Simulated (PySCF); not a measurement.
**Correlation energy of Zn⁺ (zinc, charge +1)**

[Ar] 3d10 4s1, 2S determinant. All numbers are calculated (PySCF 2.14, the non-relativistic Hamiltonian (point nucleus), in def2-TZVP). Frozen: [Ar]; 11 electrons correlated.

MP2 pair energies summed by pair of shells (mhartree):

```tsv
pair	energy	share (%)
3d-3d	-345.68	95.0
3d-4s	-18.11	5.0
```

Total MP2 correlation energy: -363.79 mhartree.

Same-spin part -136.23 and opposite-spin part -227.56 mhartree; SCS-MP2 scales them by 1/3 and 6/5 to -318.48 mhartree.

| level | correlation energy (mhartree) |
| --- | --- |
| CCSD | -330.08 |
| (T) | -5.67 |
| CCSD(T) | -335.75 |

Diagnostics: T1 = 0.010, D1 = 0.0231, largest double amplitude 0.018.

Cost of the coupled-cluster step: 3.1 s of wall time on 1 thread of Neoverse-N1 (shared host), for 11 correlated electrons.

Iterations:

```
CC2 = 0
CCSD nocc = (np.int64(6), np.int64(5)), nmo = (39, 39)
frozen orbitals [[0, 1, 2, 3, 4, 5, 6, 7, 8], [0, 1, 2, 3, 4, 5, 6, 7, 8]]
max_cycle = 100
direct = 0
conv_tol = 1e-08
conv_tol_normt = 1e-06
diis_space = 8
diis_start_cycle = 0
Init t2, MP2 energy = -0.363785882520286
Init E_corr(UCCSD) = -0.363785882533301
cycle = 1  E_corr(UCCSD) = -0.318707393408026  dE = 0.0450784891  norm(t1,t2) = 0.0713616
cycle = 2  E_corr(UCCSD) = -0.33274820092317  dE = -0.0140408075  norm(t1,t2) = 0.0276311
cycle = 3  E_corr(UCCSD) = -0.329969917775213  dE = 0.00277828315  norm(t1,t2) = 0.0138689
cycle = 4  E_corr(UCCSD) = -0.329943049634768  dE = 2.68681404e-05  norm(t1,t2) = 0.00222015
cycle = 5  E_corr(UCCSD) = -0.33008054770307  dE = -0.000137498068  norm(t1,t2) = 0.000446126
cycle = 6  E_corr(UCCSD) = -0.330087072311021  dE = -6.52460795e-06  norm(t1,t2) = 7.62869e-05
cycle = 7  E_corr(UCCSD) = -0.3300813407139  dE = 5.73159712e-06  norm(t1,t2) = 2.14824e-05
cycle = 8  E_corr(UCCSD) = -0.330081885181484  dE = -5.44467585e-07  norm(t1,t2) = 4.8367e-06
cycle = 9  E_corr(UCCSD) = -0.330082079782907  dE = -1.94601423e-07  norm(t1,t2) = 1.16428e-06
cycle = 10  E_corr(UCCSD) = -0.33008210327044  dE = -2.34875332e-08  norm(t1,t2) = 2.15849e-07
cycle = 11  E_corr(UCCSD) = -0.330082101511573  dE = 1.75886727e-09  norm(t1,t2) = 5.14862e-08
UCCSD converged
E(UCCSD) = -1777.856523485031  E_corr = -0.3300821015115729
UCCSD(T) correction = -0.00566967309639413
```
